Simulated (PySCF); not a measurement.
**Computed properties of C4H6OSe, SMILES [SeH][C@H]1CCC1=O**

C4H6OSe, SMILES [C@@H]1([SeH])C(CC1)=O. The structure is a stationary point at B3LYP-D3(BJ)/def2-SVP. The structure was generated by enumeration; whether it is a known compound was not checked. The values are those of a single conformer. All values are computed for the isolated molecule unless a solvent is named; none is compared with measurement here.

**Structure.** All 30 harmonic modes at B3LYP-D3(BJ)/def2-SVP (PySCF) are real, so it is a minimum. With heavy atoms numbered as in [O:1]=[C:2]1[CH2:3][CH2:4][C@@H:5]1[SeH:6], the shortest bond between them is O1–C2 at 1.197 Å and the longest C5–Se6 at 1.979 Å.

**Vibrations.** The strongest infrared lines (harmonic, unscaled, degenerate partners summed) lie at 1909 cm⁻¹ (268 km/mol, C 64 %, O 35 %), 1093 cm⁻¹ (101 km/mol, C 77 %, H 21 %), 1271 cm⁻¹ (18 km/mol, H 59 %, C 40 %). The softest mode is at 54 cm⁻¹ and the zero-point energy is 55.8 kcal/mol.

**Electronic structure.** ωB97X/def2-TZVP (PySCF) places the frontier levels at -9.02 and 0.84 eV, a gap of 9.86 eV, and gives a dipole moment of 2.59 D and a mean polarisability of 72.0 bohr³. PBE/def2-TZVP (PySCF) at the same geometry gives -5.48 and -2.39 eV, so its gap is 6.77 eV narrower. An orbital gap is neither the optical nor the fundamental gap.

**Excitations.** TDA-M06-2X/def2-SVPD (PySCF) has S1 at 3.80 eV (326 nm, f = 0.007, weak); the most intense of the 10 singlets computed lies at 7.09 eV (f = 0.08). T1 (TDA) is at 3.37 eV, 0.43 eV under S1. TDA-PBE/def2-SVPD (PySCF) puts S1 at 3.25 eV. No vertical singlet excitation falls in the visible range (under 3.1 eV).

**NMR.** GIAO shifts at KT2/pcSseg-1 (PySCF) (non-relativistic, atoms alike by connectivity averaged): ¹³C from 22.9 to 197.3 ppm against TMS; ¹H from 2.1 to 4.4 ppm against TMS.
